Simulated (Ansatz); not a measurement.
Reaction (substitution at a C–Si bond): `N[SiH](F)CO` + `[SiH3]CS` → `OCSC[SiH3]` + `N[SiH2]F`

Program: Ansatz. Geometries: PBE0-D4/def2-TZVP. ΔE: electronic, gas phase. CCSD(T)/CBS adds triple-zeta CCSD(T) − MP2 to the extrapolated MP2 energy (def2 sets, frozen cores). DFT in def2-TZVPP. B3LYP here is the variant with VWN-RPA as its local correlation; programs differ in this. HSE06 is defined as in plane-wave codes. One conformer a species, not always the lowest.

`N[SiH](F)CO`:

```xyz
11

N    -1.245    0.879    0.808
Si    0.418    0.617    0.625
F     1.209    1.836   -0.061
C     0.609   -0.894   -0.473
O    -0.386   -0.824   -1.488
H    -1.632    1.569    1.428
H    -1.854    0.669    0.033
H     1.065    0.449    1.947
H     0.492   -1.797    0.144
H     1.621   -0.918   -0.898
H    -0.297   -1.585   -2.064
```

`[SiH3]CS`:

```xyz
9

Si    0.661   -0.419    0.744
C    -0.869    0.256   -0.110
S    -0.682    0.237   -1.913
H     0.873   -1.835    0.353
H     0.520   -0.329    2.224
H     1.838    0.388    0.327
H    -1.719   -0.399    0.099
H    -1.135    1.254    0.242
H     0.514    0.846   -1.967
```

`OCSC[SiH3]`:

```xyz
13

O    -0.429   -2.297   -0.680
C     0.661   -1.430   -0.804
S     1.143   -0.620    0.734
C    -0.349    0.365    1.035
Si   -0.301    1.976    0.068
H    -0.224   -2.934    0.013
H     0.379   -0.682   -1.546
H     1.571   -1.937   -1.146
H    -1.223   -0.248    0.803
H    -0.376    0.570    2.108
H    -0.100    1.696   -1.377
H    -1.576    2.731    0.230
H     0.824    2.809    0.562
```

`N[SiH2]F`:

Cartesian coordinates in Å:
```
N 0.975 0.285 -0.256
Si -0.584 -0.278 0.099
F -1.476 0.731 0.972
H 1.144 0.970 -0.973
H 1.716 0.265 0.425
H -0.461 -1.511 0.907
H -1.314 -0.462 -1.175
```

```
             level  ΔE (kJ/mol)  difference from CCSD(T)/CBS
            PBE-D4          8.1                         -5.0
         revPBE-D4          7.6                         -5.5
           BLYP-D4          9.8                         -3.3
         r2SCAN-D4         11.1                         -2.0
            B97M-V         12.6                         -0.5
           PBE0-D4         12.0                         -1.1
        r2SCANh-D4         12.2                         -0.9
          HSE06-D4         11.8                         -1.3
          BHLYP-D4         16.1                          3.0
      CAM-B3LYP-D4         15.4                          2.3
           ωB97X-V         13.8                          0.7
           ωB97M-V         15.6                          2.5
            B2PLYP         13.1                          0.0
          PBE-QIDH         12.7                         -0.4
               PBE          9.2                         -3.9
            revPBE         10.4                         -2.7
              BLYP         11.8                         -1.3
              PBE0         13.0                         -0.1
             B3LYP         14.6                          1.5
           r2SCANh         12.6                         -0.5
           r2SCAN0         14.0                          0.9
             HSE06         12.8                         -0.3
         CAM-B3LYP         16.5                          3.4
           LC-ωPBE         17.9                          4.8
RPA@PBE/def2-TZVPP         14.8                          1.7
       HF/def2-SVP         20.7                          7.6
      MP2/def2-SVP          8.7                         -4.4
     CCSD/def2-SVP         13.6                          0.5
  CCSD(T)/def2-SVP         10.6                         -2.5
     HF/def2-TZVPP         19.2                          6.1
    MP2/def2-TZVPP         10.5                         -2.6
SCS-MP2/def2-TZVPP         11.7                         -1.4
   CCSD/def2-TZVPP         17.2                          4.1
CCSD(T)/def2-TZVPP         14.1                          1.0
     HF/def2-QZVPP         19.2                          6.1
    MP2/def2-QZVPP          9.9                         -3.2
SCS-MP2/def2-QZVPP         11.3                         -1.8
      HF/CBS(def2)         19.2                          6.1
     MP2/CBS(def2)          9.4                         -3.7
    CCSD/CBS(def2)         16.2                          3.1
       CCSD(T)/CBS         13.1                            0
```

Largest T1 diagnostic among the species: 0.011.

In def2-TZVPP, CCSD(T) changes the Hartree–Fock value by −5.1 kJ/mol (the triples alone add −3.1 kJ/mol) and MP2 by −8.8 kJ/mol. From PBE to PBE0 (25 % exact exchange), in def2-TZVPP and without D4, ΔE moves by +3.8 kJ/mol. Leaving LDA and LC-ωPBE aside and taking each functional with its dispersion term where it has one, the values spread over 8.5 kJ/mol, from revPBE-D4 to BHLYP-D4.
